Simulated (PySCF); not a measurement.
HZn (SMILES [ZnH+]), charge +1, singlet, at a GFN2-xTB geometry (such geometries of metal compounds can be far from the true shape).

Here is a job for PySCF.
```python
from pyscf import gto, scf

mol = gto.Mole()
mol.atom = '''
    Zn   -0.00000000   -0.00000000   -0.04856787
    H     0.00000000    0.00000000    1.45703598
'''
mol.basis = '6-31g'
mol.charge = 1
mol.verbose = 4
mol.symmetry = True
mol.build()

mf = scf.RHF(mol)
mf.kernel()
mf.analyze()
```

### Question
Give the number of basis functions at the level PySCF with HF/6-31G.

### Answer
29

### Question
What HOMO energy does HF/6-31G give?

### Answer
-18.52 eV

### Question
What is the computed nuclear repulsion energy (HF/6-31G)?

### Answer
10.5442 Eh

### Question
What total energy does HF/6-31G give?

### Answer
-1777.7480 Eh
